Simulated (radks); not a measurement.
The numbers below are computed, except where a source is named.
Q: Species: Hf20+. Configuration: [Kr] 4d10 4f6. Level of theory: scalar-relativistic Kohn-Sham, r2SCAN, spin-polarised, spherical densities, finite nucleus; open shells are filled with parallel spins first (spin-orbit coupling, left out, can overturn this in heavy ions); meta-GGA in the generalised Kohn-Sham scheme; Fermi nuclear charge, rms radius 5.347 fm (a radial shooting solver on a logarithmic mesh with Libxc functionals). Some entries of the table are withheld. Estimate them.

orbital,occ.,eigenvalue (eV),<1/r> (bohr^-1),<r^2> (bohr^2)
1s down,1,-65898.59,83.78,0.0004953
1s up,1,-65898.56,83.78,0.0004953
2s up,1,-11746.66,19.58,0.007642
2s down,1,-11746.61,19.58,0.007642
2p up,3,-10378.12,17.85,0.006289
2p down,3,-10378.06,17.85,0.006288
3s up,1,-3111.465,7.256,0.04962
3s down,1,-3104.925,7.268,0.04949
3p up,3,-2700.548,6.722,0.05027
3p down,3,-2693.986,6.735,0.05011
3d up,5,-2213.097,6.348,0.04183
3d down,5,-2208.080,6.360,0.04164
4s up,1,-1045.072,3.160,0.2337
4s down,1,-1033.975,3.149,0.2347
4p up,3,-904.7962,2.913,0.2587
4p down,3,-894.0542,2.901,0.2601
4d up,5,-723.3249,2.652,0.2834
4d down,5,-712.5263,2.640,0.2854
4f up,6,-522.0940,2.348,0.2957
4f down,0,-510.3160,2.337,0.3002
5s up,0,-479.1031,1.566,0.8783
5s down,0,-472.0081,1.555,0.8900
5p up,0,-427.8125,(1),1.002
5p down,0,-421.1842,(2),1.019

A: 
(1) 5p up <1/r> (bohr^-1): 1.446
(2) 5p down <1/r> (bohr^-1): 1.432
